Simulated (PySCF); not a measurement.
Cl₂H₅NSi₂, SMILES Cl[SiH2]N[SiH2]Cl. Atoms are numbered in the order given.

```xyz
10

Si    -0.8072     1.3252     0.0551
Cl     0.3775     3.0267     0.1074
N      0.0000     0.0000    -0.7096
Si     0.8072    -1.3252     0.0551
Cl    -0.3775    -3.0267     0.1074
H     -2.0298     1.6860    -0.7081
H     -1.0961     0.9344     1.4580
H      0.0000     0.0000    -1.7271
H      2.0298    -1.6860    -0.7081
H      1.0961    -0.9344     1.4580
```

Geometry: PBE0-D3(BJ)/def2-SVP. One conformer was computed; it need not be the lowest.

Two levels are set side by side: PBE/pcSseg-1 (PySCF) and PBE0/pcSseg-1 (PySCF). GIAO shifts against HCl (³⁵Cl), NH3 (¹⁵N), TMS (²⁹Si), TMS (¹H) at the same level; non-relativistic, no solvent, atoms listed together averaged. Without spin–orbit terms, shifts of atoms bonded to Cl or Br come out too high at both levels. Differences are taken from unrounded values.

| quantity | PBE0 |
|---|---|
| δ(²⁹Si) of Si1, Si4 (ppm) | -15.0 |
| δ(³⁵Cl) of Cl2, Cl5 (ppm) | 57.2 |
| δ(¹⁵N) of N3 (ppm) | 61.1 |
| δ(¹H) of H8 (ppm) | 2.08 |

**Question.** What does PBE give, and how far is it from PBE0? (The exact figures need the calculation; the answer reports its results.)

**Answer.** 
| quantity | PBE | PBE minus PBE0 |
|---|---|---|
| δ(²⁹Si) of Si1, Si4 (ppm) | -15.4 | -0.4 |
| δ(³⁵Cl) of Cl2, Cl5 (ppm) | 78.0 | 20.8 |
| δ(¹⁵N) of N3 (ppm) | 70.8 | 9.7 |
| δ(¹H) of H8 (ppm) | 2.18 | 0.10 |

Rough cost on one machine, each run with all the roots and properties that it gave: PBE0 against PBE within a factor of 2.
